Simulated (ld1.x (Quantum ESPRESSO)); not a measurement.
**What one change does to a pseudopotential (copper, PAW)**

* Element: Cu (Z = 29)
* Generator: ld1.x (Quantum ESPRESSO) 7.5
* Type: PAW
* Functional: PBEsol
* Relativity: scalar-relativistic
* Frozen core: [Ar]
* Valence charge: 11
* Reference configuration: 3d10 4s0.75 4p0.25
* Partial waves: 4s (bound): rcut 1.80, rcutus 2.05 bohr; 4s channel at 2.25 Ry: rcut 1.80, rcutus 2.05 bohr; 4p (bound): rcut 2.70, rcutus 3.35 bohr; 4p channel at 4.6 Ry: rcut 2.70, rcutus 3.35 bohr; 3d (bound): rcut 1.25, rcutus 1.30 bohr; 3d channel at 2.85 Ry: rcut 1.25, rcutus 1.30 bohr
* Local potential: all-electron potential smoothed inside 2.25 bohr (lloc = -1)
* Core correction: Bessel-smoothed model core inside 0.90 bohr
* Augmentation charge: BESSEL, radius 1.00 bohr

All-electron outer shells of the reference configuration (PBEsol, scalar-relativistic, ld1.x):

```json
{"shell": "3s", "level (eV)": "-115.00", "outermost node (bohr)": "0.29", "outermost maximum (bohr)": "0.61"}
{"shell": "3p", "level (eV)": "-72.60", "outermost node (bohr)": "0.26", "outermost maximum (bohr)": "0.62"}
{"shell": "3d", "level (eV)": "-5.66", "outermost node (bohr)": "–", "outermost maximum (bohr)": "0.60"}
{"shell": "4s", "level (eV)": "-5.04", "outermost node (bohr)": "0.89", "outermost maximum (bohr)": "2.24"}
{"shell": "4p", "level (eV)": "-0.96", "outermost node (bohr)": "0.97", "outermost maximum (bohr)": "3.52"}
```

Change: local potential all-electron potential smoothed inside 2.98 bohr (lloc = -1).

Cutoffs: the cutoffs (Ry, on a coarse ladder) from which the occupation-weighted sum of valence levels, in a spherical-Bessel basis at the reference potential, stays within 10 and 1 mRy of its value at 400 Ry; they do not see the model core or the augmentation charge, which bear on the density cutoff. Errors are all-electron minus pseudo energies relative to the spin-unpolarised reference configuration.

Problem. Predict the effect on cutoff, ghosts and configuration errors.

Solution. The potential gets neither clearly harder nor softer (70 Ry and 120 Ry → 70 Ry and 120 Ry); a bound ghost appears in s, which as a rule spoils a file; the number of tests that count goes from 7 to 6; of the 6 tests that both files solve, the error grows in 3 and shrinks in 0 by more than 15 % and 0.3 meV (median size 29.4 → 31.5 meV). A state that the projectors do not describe sees the local part alone, so a deeper or shallower local part can create or remove a ghost. The local part now departs from the all-electron potential out to 2.98 bohr, far beyond the d radius of 1.30 bohr, and whatever the projectors do not describe feels it: the likely cause.

| quantity | base | changed |
| --- | --- | --- |
| cutoff, loose | 70 Ry | 70 Ry |
| cutoff, tight | 120 Ry | 120 Ry |
| bound ghosts | none | s |
| tests counted (converged, no solver errors) | 7 of 7 | 6 of 7 |
| error for 3d10 4s1 4p0, meV [ΔE -1.00 eV] | -0.1 | -0.2 |
| error for 3d10 4s0 4p0, meV [ΔE 7.10 eV] | -3.7 | -5.6 |
| error for 3d9 4s0 4p0, meV [ΔE 28.41 eV] | -55 | -57 |
| error for 3d10 4s0.5 4p0, meV [ΔE 2.15 eV] | -0.5 | -0.9 |
| error for 3d9 4s2 4p0, meV [ΔE 0.98 eV] | -62 | -88 |
| error for 3d8 4s0 4p0, meV [ΔE 67.40 eV] | -479 | -481 |
| s: phases at 3.63 bohr within 0.05 rad from the reference energy up to (Ry; the scan ends near 5) | to the end of the scan | to the end of the scan |
| p: phases at 3.63 bohr within 0.05 rad from the reference energy up to (Ry; the scan ends near 5) | 1.7 | 1.6 |
| d: phases at 3.63 bohr within 0.05 rad from the reference energy up to (Ry; the scan ends near 5) | to the end of the scan | to the end of the scan |
| lowest overlap eigenvalue by channel | s 0.45, p 0.59, d 0.37 | s 0.56, p 0.63, d 0.45 |

Changed file: Tests not counted: 3d7 4s0 4p0 (pseudo-atom not self-consistent, printed error -3.8 eV). A true bound ghost makes a file unfit for plane-wave use even where its test errors are small: the radial tests pick states by their node count and pass the ghost by. Where a test does run into it, the solver fails or the error is huge.
